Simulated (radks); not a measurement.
Problem. The germanium ion Ge+, 31 electrons, occupied as [Ar] 3d10 4s2 4p1 (the NIST ground configuration). All-electron calculation, Dirac Kohn-Sham, PBE, spin-unpolarised, spherical densities, finite nucleus; open shells are shared between the two j in proportion to 2j + 1; Fermi nuclear charge, rms radius 4.0742 fm. Program: a radial shooting solver on a logarithmic mesh with Libxc functionals.

Spin-orbit splittings of the eigenvalues, e(l+1/2) - e(l-1/2), with zeta = 2 splitting/(2l+1) and mean radii in bohr:

| shell | occ. | splitting (eV) | zeta (eV) | <r> j=l-1/2 | <r> j=l+1/2 |
|---|---|---|---|---|---|
| 2p | 6 | 31.87 | 21.25 | 0.1812 | 0.1848 |
| 3p | 6 | ? | ? | 0.6398 | 0.6505 |
| 3d | 10 | 0.5857 | 0.2343 | 0.7318 | 0.7371 |
| 4p | 1 | 0.2436 | 0.1624 | 2.529 | 2.568 |

Estimate the 3p splitting.

Solution. 4.276 eV (zeta = 2.851 eV).
